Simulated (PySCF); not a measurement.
C²⁺: excitation energy

C²⁺ [He] 2s2 (1S) → C²⁺ [He] 2s1 2p1 (3P), as a difference of total energies. Calculation: PySCF 2.14, in aug-cc-pVQZ-DK (6s5p4d3f2g, 80 functions); scalar relativity by spin-free X2C-1e. Correlated levels: valence: 1s2 frozen. The calculations carry no spin-orbit coupling.

| method | excitation energy (eV) |
| --- | --- |
| UHF | 4.661 |
| MP2 (valence) | 5.802 |
| SCS-MP2 (valence) | 6.118 |
| CCSD (valence) | 6.546 |

How much does correlation contribute at MP2 (valence)?

5.802 − (4.661) = 1.141 eV, measured against UHF.

A first-order spin-orbit estimate (lowest level to lowest level, LS coupling) adds -0.007 eV.

With two correlated electrons CCSD is exact in that space.
